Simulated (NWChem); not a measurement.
C2HBF2; SMILES C#CB(F)F

All runs: NWChem. Geometry: optimised at PBE0/def2-SVP. Vertical excitations in the gas phase; the lowest state need not have the same character in each row.

```csv
level,"lowest excitation, singlet (eV)",oscillator strength of that lowest state,"lowest state with f > 0.02, singlet (eV)",oscillator strength of that bright state,orbital gap (eV)
"PBE/def2-SVP, TDA",5.19,0.000,6.17,0.059,5.11
"B3LYP/def2-SVP, TDA",5.26,0.000,6.14,0.044,6.89
"LRC-wPBEh/def2-SVP, TDA",5.39,0.000,6.27,0.040,11.04
"BHandHLYP/def2-SVP, TDA",5.34,0.000,6.16,0.031,9.59
```
